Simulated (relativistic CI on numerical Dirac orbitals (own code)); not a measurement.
# Au VIII: computed level list

Computed by Dirac-Coulomb-Breit CI, KLI orbitals optimised for each configuration, model QED (radiative potential, 1s self-energy scaled to tabulated hydrogen-like ionisation energies), unscaled Slater integrals (own radial code, finite nucleus).

CI space (outside the closed core [Kr] 4d10 4f14 5s2): 5p6.5d4, 5p6.5d3.6s, 5p6.5d3.5f, 5p6.5d3.6p, 5p5.5d5, 5p6.5d2.6s.6p, 5p6.5d3.5g, 5p6.5d2.5f.6s, 5p6.5d3.6d, 5p6.5d3.7p, 5p6.5d3.6f, 5p6.5d2.6s2, 5p6.5d.5f.6s2, 5p6.5d.6s2.6p, 5p6.5d.5g.6s2, 5p6.5d.6s2.6d, 5p6.5d2.6p2, 5p6.5d.6s.6p2, 5p6.5d.5f.6p2, 5p6.5d.6p3, 5p6.5d.5g.6p2, 5p6.5d.6p2.6d. Double excitations out of closed p, d and f shells are left out; levels of such configurations are missing from the list, as are those of other unlisted configurations, and high levels can miss mixing partners.

The lowest level is 5p6.5d4 5D_0, with 58 % of that term; Hund's rules for 5p6.5d4 give 5D with J = 0, in agreement.

```csv
No.,Configuration,Term,J,E (cm⁻¹),%,Lifetime (s)
1,5p6.5d4,5D,0,0.0,58,
2,5p6.5d4,5D,1,8303.8,82,4.58e-02
3,5p6.5d4,5D,2,14960.9,89,7.40e-02
4,5p6.5d4,5D,3,19754.6,82,2.33e-01
5,5p6.5d4,5D,4,22171.8,55,3.71e+00
6,5p6.5d4,3P,0,30990.1,45,3.16e-03
7,5p6.5d4,3H,4,33078.1,54,2.46e-02
8,5p6.5d4,3G,3,38693.3,62,1.12e-02
9,5p6.5d4,3F,2,39786.9,63,7.37e-03
10,5p6.5d4,3H,5,41118.6,76,3.64e-02
11,5p6.5d4,3P,1,41702.0,72,4.98e-03
12,5p6.5d4,3H,6,44570.7,69,2.01e+00
13,5p6.5d4,3G,4,48743.0,64,2.37e-02
14,5p6.5d4,3D,2,50082.0,44,2.74e-02
15,5p6.5d4,3F,3,52273.7,45,1.26e-02
16,5p6.5d4,3F,4,52519.9,44,5.34e-03
17,5p6.5d4,3F,3,57370.6,37,3.95e-03
18,5p6.5d4,1D,2,59837.2,34,3.97e-03
19,5p6.5d4,3G,5,61194.9,76,1.00e-02
20,5p6.5d4,3D,1,63528.7,84,2.98e-03
21,5p6.5d4,1I,6,63708.8,70,9.41e-03
22,5p6.5d4,3F,4,70865.2,45,7.45e-03
23,5p6.5d4,3P,2,71907.0,43,4.67e-03
24,5p6.5d4,1S,0,72426.9,71,3.19e-03
25,5p6.5d4,1F,3,75689.1,57,5.07e-03
26,5p6.5d4,3P,2,79391.0,59,5.02e-03
27,5p6.5d4,3F,4,86097.6,55,2.09e-03
28,5p6.5d4,3F,2,89230.6,47,3.08e-03
29,5p6.5d4,3F,3,89260.2,76,5.66e-03
30,5p6.5d4,3P,1,90155.0,97,3.17e-03
31,5p6.5d4,1G,4,94807.5,71,3.28e-03
32,5p6.5d4,3P,0,94813.0,79,4.58e-03
33,5p6.5d4,1D,2,114748.0,90,2.07e-03
34,5p6.5d4,1S,0,142661.8,90,1.04e-03
35,5d3(4F).6s,5F,1,189585.0,84,3.03e-05
36,5d3(4F).6s,5F,2,193746.6,78,2.54e-05
37,5d3(4F).6s,5F,3,201900.0,90,2.60e-05
38,5d3(4F).6s,5F,4,208939.2,84,2.47e-05
39,5d3(4F).6s,3F,2,210547.6,31,1.55e-05
40,5d3(4F).6s,5F,5,214107.5,64,2.24e-05
41,5d3(4P).6s,5P,1,214839.8,69,1.92e-05
42,5d3(4F).6s,3F,2,216263.1,47,1.39e-05
43,5d3(4F).6s,3F,3,220644.8,48,1.50e-05
44,5d3(2H).6s,3H,4,223263.9,43,1.68e-05
45,5d3(2P).6s,1P,1,225016.3,29,1.53e-05
```

Energies count from the lowest computed level; lifetimes are radiative, by E1, M1, E2 decay to levels of this space only. Percentages are summed over parent terms; the parents shown are those of the largest component, closed shells are left out there.

The mean weight of the leading LS term, summed over parents, in these 45 levels is 63 %, and that of the leading jj configuration (from the same eigenvectors) 70 %.

At this charge configurations can still be misplaced by up to about 7 % of their energy. Terms inside the open d or f shell come out 10 to 20 % too wide with unscaled integrals. Levels and lines within the n = 5 or 6 shells can be off by up to 10 % or somewhat more, and those that change n by about 2 %, since core polarisation is missing.

LS names give the leading component of a level, which can be under half, so a name can repeat, a term be missing and a line seem to break the LS rules.
